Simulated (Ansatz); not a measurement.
Consider the formal exchange of groups at the Se–C bond: `CC(O)(F)[SeH]` + `CO[SiH2]F` → `F[SiH2]OC[SeH]` + `CC(O)F`.

Program: Ansatz. Geometries: PBE0-D4/def2-TZVP. ΔE: electronic, gas phase. CCSD(T)/CBS is the MP2 limit (def2-TZVPP, def2-QZVPP) plus CCSD(T) − MP2 in def2-TZVPP, frozen cores. DFT in def2-TZVPP. For Se outer-core shells are correlated without core-valence functions, which leaves a few kJ/mol of doubt a bond. Scalar relativity is left out up to krypton. Each species was taken in one conformer, which may not be the lowest.

| level | ΔE (kcal/mol) | difference from CCSD(T)/CBS |
| --- | --- | --- |
| ωB97M-V | -0.9 | 0.2 |
| B2PLYP | -1.2 | -0.1 |
| HF/def2-TZVPP | -2.5 | -1.4 |
| MP2/def2-TZVPP | -1.0 | 0.1 |
| CCSD/def2-TZVPP | -1.6 | -0.5 |
| CCSD(T)/def2-TZVPP | -1.2 | -0.1 |
| HF/def2-QZVPP | -2.5 | -1.4 |
| SCS-MP2/def2-QZVPP | -1.2 | -0.1 |
| HF/CBS(def2) | -2.5 | -1.4 |
| CCSD/CBS(def2) | -1.5 | -0.4 |
| CCSD(T)/CBS | -1.1 | 0 |

Largest T1 diagnostic among the species: 0.011.

In def2-TZVPP, CCSD(T) changes the Hartree–Fock value by +1.3 kcal/mol (the triples alone add +0.4 kcal/mol) and MP2 by +1.5 kcal/mol.
